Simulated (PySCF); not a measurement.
# ³³S chemical shifts

- GFN2-xTB geometry
- PBE0/pcSseg-1 with gauge-including orbitals
- code: PySCF 2.14
- single conformer, no solvent, non-relativistic Hamiltonian, equivalent nuclei averaged

Shieldings were converted by a linear fit to measured shifts: ³³S: δ = 158.28 − 0.937σ (rms 33.3 ppm, 20 shifts vs sulfate, solution or neat liquid). Occasional misses reach two or three times the rms, and more in compound classes unlike the fitted ones.

Question: Give the ³³S shifts of `CCC[P@@H](=S)CCCO`.

Answer: 
| compound | environment | δ (ppm) |
| --- | --- | --- |
| CCC[P@@H](=S)CCCO | sulfur bonded to P | -581 |

Question: Order these by ³³S shift, lowest first.
A. CC(C)(C)C[P@H](=S)CO
B. CCC(C)(C)[P@@H](=S)CO
C. CSC[P@@H](=O)CC(C)C
D. CO[Si@H](N)SC
E. O=c1ccscc1C[SiH3]

Answer: B (-649 ppm, sulfur bonded to P), A (-588 ppm, sulfur bonded to P), D (-451 ppm, sulfur bonded to C, Si), C (-362 ppm, sulfide sulfur), E (-191 ppm, ring sulfur).
